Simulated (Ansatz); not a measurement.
# Which is lower?

Two isomers of CH₃Se (charge -1), closed shell, relaxed at PBE0-D4/def2-TZVPD (vibrations not checked).

A:

```
5
angstrom
C -0.0639 -0.8480 0.1516
Se 1.1096 0.6110 -0.1480
H -0.6575 -0.6867 1.0587
H -0.7220 -0.9984 -0.7117
H 0.3337 1.9221 -0.3506
```

B:

```
5
angstrom
C -0.1093 -0.0978 0.0704
Se 1.2170 1.0884 -0.7837
H 0.1707 -1.1470 -0.0580
H -0.1791 0.1084 1.1421
H -1.0993 0.0480 -0.3707
```

Computed with Ansatz 0.2.0 (basis: def2-TZVPPD); correlated methods freeze the cores. Filled d shells of the heavier atoms are correlated. The def2 sets are not built for correlating such inner shells, so the correlated values are less sure here. B3LYP uses VWN-RPA correlation.

Question: Which structure is lower at CCSD(T), and by how much? (Judge from chemistry; the value comes from the calculation.)

Answer: By the calculation: B, by 197.4 kJ/mol (electronic energy, against the other). By their contacts, A is CH₃Se ([CH2][SeH]), total charge -1 and B is CH₃Se ([CH3][Se]), total charge -1.

All methods give the same order:

| method | E(B) − E(A) (kJ/mol) |
| --- | --- |
| PBE-D4 | -184.9 |
| r2SCAN-D4 | -194.4 |
| PBE0-D4 | -197.8 |
| B3LYP-D4 | -197.8 |
| wB97M-V | -202.9 |
| HF | -229.1 |
| MP2 | -200.7 |
| CCSD | -202.8 |
| CCSD(T) | -197.4 |

T1 diagnostic: at most 0.013.

Labels in which every atom is bracketed show which atoms are joined, not bond orders.
